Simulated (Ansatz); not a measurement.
All numbers were calculated with Ansatz.

Basis-set series for CH₂AlCl₂F. The species carries charge 0 and has multiplicity 1. The bonds changed during the relaxation, so this is another structure than the one it started from. All single points use the PBE0-D4/def2-TZVP geometry.

Cartesian coordinates in Å:
```
F -1.773 0.771 -0.651
C -0.878 -0.141 -0.510
Al 0.697 0.014 0.829
Cl -1.015 -1.307 -1.719
Cl 1.331 1.128 -0.963
H 0.258 0.938 2.036
H 1.381 -1.404 0.977
```

```csv
functional,basis,functions,energy (Eh),HOMO (eV),LUMO (eV)
PBE0-D4,def2-SVP,92,-1300.93319,-8.01,-3.66
PBE0-D4,def2-TZVPP,216,-1301.50258,-8.09,-3.73
ωB97M-V,def2-SVP,92,-1301.38746,-10.13,-1.40
ωB97M-V,def2-TZVPP,216,-1301.95681,-10.28,-1.52
```

(1) Give the rows for def2-QZVPP. (Estimate.)

Answers

(1) The calculation gave: 
```json
{"functional": "PBE0-D4", "basis": "def2-QZVPP", "functions": "384", "energy (Eh)": "-1301.54434", "HOMO (eV)": "-8.12", "LUMO (eV)": "-3.76"}
{"functional": "ωB97M-V", "basis": "def2-QZVPP", "functions": "384", "energy (Eh)": "-1301.99654", "HOMO (eV)": "-10.32", "LUMO (eV)": "-1.58"}
```
